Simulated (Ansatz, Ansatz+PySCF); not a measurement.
```yaml
atoms:
  - { symbol: I, position_ang: [0.0000, 0.0000, -0.5265] }
  - { symbol: Cl, position_ang: [0.0000, 0.0000, 1.6416] }
```

Basis set: def2-SVP (spherical functions, with the set's core potentials past Kr). Left uncorrelated: 9 orbitals. Charge 0, multiplicity 1.

Computed with Ansatz (development build ahead of 0.2.0); each method stands on the lowest determinant of its kind that the runs found. Restricted open shells among the atoms or ions are ROHF, correlated in semicanonical orbitals with singles.

The atomization energy at this shape (free ground-state atoms in the same class of orbitals less the molecule, no zero-point energy) of singlet ICl:

| method | atomization energy |
| --- | --- |
| RHF-CCSD | 1.20 eV |
| RHF-MP2 | 1.36 eV |
| UHF-MP2 | 1.39 eV |
| RHF | 0.45 eV |
| UHF | 0.26 eV |

(1) What does RHF-CCSD(T) give?

Results:

(1) 1.28 eV. Caution: the shape is not the minimum.
